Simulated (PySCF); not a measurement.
Species: C₅H₃F₃OS.
Atom-mapped SMILES: `[F:1][C:2]([F:3])([F:4])[O:5][c:6]1[cH:7][cH:8][s:9][cH:10]1` (hydrogens: H11 on C7; H12 on C8; H13 on C10)

Torsions of this conformer, `[F:1][C:2]([F:3])([F:4])[O:5][c:6]1[cH:7][cH:8][s:9][cH:10]1`: F1–C2–O5–C6 -175°, C2–O5–C6–C7 -14°.

The closed-shell ground state was solved at several levels (PySCF, density fitting, gas phase, non-relativistic). One conformer (not necessarily the lowest) at the PBE0-D3(BJ)/def2-SVP geometry, without solvent, vibrations or thermal averaging.

```csv
level,basis functions,total energy (Eh),HOMO (eV),LUMO (eV),gap (eV),dipole (D)
wB97X-D/pcSseg-1,192,-965.0222,-8.92,0.90,9.82,1.75
CAM-B3LYP/def2-SVPD,243,-964.5787,-8.36,0.23,8.59,1.79
```

Task: What might PBE0/pcSseg-1 (192 basis functions) give for the same quantities?

Result: Total energy -964.4847 Eh, HOMO -7.10 eV, LUMO -0.81 eV, gap 6.29 eV, dipole 1.72 D.

Task: Over all these levels, which gives the widest orbital gap and which the narrowest?

Result: wB97X-D/pcSseg-1 (range-separated hybrid) has the widest, 9.82 eV, and PBE0/pcSseg-1 (global hybrid, 25 % exact exchange) the narrowest, 6.29 eV. The two share the basis. From the narrowest to the widest the HOMO moves by -1.82 eV and the LUMO by +1.71 eV.

Task: How far do the dipole and the HOMO energy spread over the levels?

Result: The dipole runs from 1.72 to 1.79 D (mean 1.76 D) and the HOMO from -8.92 to -7.10 eV.

The pairwise dispersion term of wB97X-D wasn't added to the energies; at a given geometry it leaves orbitals and properties as they are.
